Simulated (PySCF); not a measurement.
C6H5N3O.
Structure used (GFN2-xTB), in Å, numbered top down from 1:
```xyz
15
C6H5N3O angstrom
C     -2.4746   -0.8062    0.1050
O     -1.9085    0.4680   -0.1592
C     -0.5813    0.5427   -0.1332
C      0.0417    1.7833   -0.3953
N      1.3476    1.9024   -0.3900
C      2.0758    0.8220   -0.1286
C      1.4663   -0.4012    0.1380
C      2.2487   -1.5528    0.4152
N      2.9183   -2.4575    0.6270
N      0.1352   -0.5359    0.1344
H     -2.1950   -1.1510    1.1026
H     -2.1312   -1.5387   -0.6286
H     -3.5515   -0.6731    0.0350
H     -0.5447    2.6643   -0.6079
H      3.1489    0.9417   -0.1365
```

The closed-shell SCF was solved with PySCF and density fitting under several settings on one GFN2-xTB geometry (grid level 2 and gas phase unless stated).

```csv
settings,basis functions,SCF cycles,E (Eh),HOMO (eV),LUMO (eV),dipole (D)
PBE0/pcSseg-1,195,16,-470.4978,-7.74,-2.40,3.61
PBE0/def2-SVPD,243,16,-470.2309,-7.76,-2.45,3.70
```

Estimate the rows for these settings: (1) PBE0/IGLO-II, grid level 4, fitting basis def2-qzvpp-jkfit; (2) PBE0/def2-SVP.

```csv
settings,basis functions,SCF cycles,E (Eh),HOMO (eV),LUMO (eV),dipole (D)
"PBE0/IGLO-II, grid level 4, fitting basis def2-qzvpp-jkfit",250,12,-470.6633,-7.70,-2.35,3.55
PBE0/def2-SVP,165,16,-470.2059,-7.64,-2.27,3.49
```

Over all rows, what range does the HOMO–LUMO gap span?

From 5.31 eV (PBE0/def2-SVPD) to 5.37 eV (PBE0/def2-SVP).

And the dipole moment?

From 3.49 D (PBE0/def2-SVP) to 3.70 D (PBE0/def2-SVPD); the largest is 1.06 times the smallest, and the median is 3.58 D.

Compare two rows with the functional PBE0: PBE0/pcSseg-1 and PBE0/def2-SVPD. Which energy is lower, and by how much?

PBE0/pcSseg-1 (195 functions) lies 0.2669 Eh or 167 kcal/mol below PBE0/def2-SVPD (243 functions). The smaller set gives the lower energy; the two sets aren't nested, so the variational bound doesn't order them by size.

Whole jobs, the steps after the SCF included, on one thread of an Intel Xeon Platinum 8488C, no GPU, on a shared host:

```csv
settings,work after the SCF,wall time,peak memory
PBE0/pcSseg-1,"shieldings, ring-centre shieldings, charges and field gradients",35 s,0.85 GiB
PBE0/def2-SVPD,"6 singlets by full TDDFT, 2 Tamm–Dancoff triplets, polarisability",53 s,0.96 GiB
"PBE0/IGLO-II, grid level 4, fitting basis def2-qzvpp-jkfit","6 singlets by TDA, polarisability",74 s,0.97 GiB
PBE0/def2-SVP,"shieldings, ring-centre shieldings, charges and field gradients",32 s,0.77 GiB
```

Cycle counts include a coarse-grid stage where the run had one.

One conformer stands for the species.
